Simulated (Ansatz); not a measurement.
Frontier orbitals of `C[O][Y]([Cl])[O]C`.

```
atom    x (Å)    y (Å)    z (Å)
  C1   1.9722  -0.8752  -1.9676
  O2   1.0391  -0.0249  -1.3902
  Y3  -0.3149   1.1385  -0.4797
 Cl4  -0.8986   3.3876  -1.3956
  O5  -1.1683   0.4565   1.2003
  C6  -1.7165  -0.0711   2.3613
  H7   2.8745  -0.3269  -2.2652
  H8   1.5644  -1.3544  -2.8662
  H9   2.2733  -1.6690  -1.2724
 H10  -1.1387  -0.9321   2.7205
 H11  -1.7394   0.6779   3.1625
 H12  -2.7471  -0.4068   2.1923
```

The species carries charge 0 and has multiplicity 1. Correlated methods include outer-core shells of Y, which these sets cover unevenly. Y takes the def2 core potential. The structure was optimised at the PBE0-D4/def2-TZVP level. It is one conformer, not always the lowest. Basis def2-TZVPP, the Gaussian-basis code of Ansatz.

```json
{"functional": "PBE", "HOMO (eV)": "-6.23", "LUMO (eV)": "-2.59", "gap (eV)": "3.64"}
{"functional": "revPBE", "HOMO (eV)": "-6.16", "LUMO (eV)": "-2.47", "gap (eV)": "3.69"}
{"functional": "PBE0", "HOMO (eV)": "-7.73", "LUMO (eV)": "-1.84", "gap (eV)": "5.89"}
{"functional": "r2SCAN0", "HOMO (eV)": "-7.95", "LUMO (eV)": "-1.58", "gap (eV)": "6.37"}
{"functional": "ωB97M-V", "HOMO (eV)": "-10.09", "LUMO (eV)": "-0.54", "gap (eV)": "9.55"}
```

Problem. What is the vertical ionisation energy at frozen-core CCSD(T)/def2-TZVPP? (Best estimate.)

Solution. The calculation gave: 10.10 eV (T1 of the cation 0.029).

A quarter of exact exchange (PBE0) shifts PBE's HOMO by −1.50 eV and its LUMO by +0.76 eV; full exchange at long range (ωB97M-V) shifts them by −3.87 and +2.05 eV. The gap opens from 3.63 to 9.55 eV, since occupied levels lose self-interaction and empty ones feel all the electrons. −ε(HOMO) differs from that ionisation energy by −3.88 eV with PBE and −0.01 eV with ωB97M-V.
